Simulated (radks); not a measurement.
Species: the holmium ion Ho3+. Configuration: [Xe] 4f10. Calculated with a radial shooting solver on a logarithmic mesh with Libxc functionals: Dirac Kohn-Sham, revPBE, spin-unpolarised, spherical densities, finite nucleus; open shells fill j = l - 1/2 first; Fermi nuclear charge, rms radius 5.2022 fm.

Radial electron density D(r) = 4 pi r^2 rho(r):

```
   r/bohr * D(r) (the largest magnitude, 120, reaches the edge; | marks zero)
0.0009916 | *
 0.001312 |   *
 0.001722 |    *
 0.002279 |       *
 0.003015 |           *
 0.003989 |                *
 0.005236 |                       *
 0.006928 |                              *
 0.009167 |                                     *
  0.01213 |                                         *
  0.01592 |                                         *
  0.02106 |                                       *
  0.02787 |                                     *
  0.03688 |                                        *
  0.04841 |                                                 *
  0.06405 |                                                      *
  0.08474 |                                                *
   0.1121 |                                         *
   0.1472 |                                             *
   0.1947 |                                               *
   0.2577 |                                *
   0.3409 |                     *
   0.4511 |                         *
   0.5921 |                      *
   0.7834 |           *
    1.036 |      *
    1.371 |    *
      1.8 | *
    2.382 |*
    3.151 *
     4.17 *
```

D(r) has 4 maxima, at r = 0.0143, 0.0640, 0.178, 0.485 bohr, and minima at 0.0279, 0.117, 0.346 bohr, inside which lie 2.02, 11.19, 29.58 electrons.
